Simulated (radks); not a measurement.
The numbers below are computed, except where a source is named.
The mean radii <r> (bohr) of the occupied orbitals of an atom or ion are listed with their occupations. Code: a radial shooting solver on a logarithmic mesh with Libxc functionals. Model: non-relativistic Kohn-Sham, PBE, spin-polarised, spherical densities, point nucleus.

| orbital | occ. | <r> |
|---|---|---|
| 1s | 2 | 0.03042 |
| 2s | 2 | 0.1314 |
| 2p | 6 | 0.1121 |
| 3s | 2 | 0.3526 |
| 3p | 6 | 0.3436 |
| 3d | 10 | 0.3147 |
| 4s | 2 | 0.8488 |
| 4p | 6 | 0.8986 |
| 4d | 10 | 1.082 |
| 5s | 2 | 2.296 |

Name the element and its charge. Open shells, if any, are filled with parallel spins first.

Answer. Z = 50, tin, charge +2: Sn2+ in [Kr] 4d10 5s2. The 1s radius gives Z: for a bare nucleus <r> = 1.5/Z, 0.03 bohr for Z = 50, and screening makes it slightly larger (0.03042 here). The occupations add up to 48, and the charge is Z minus that.
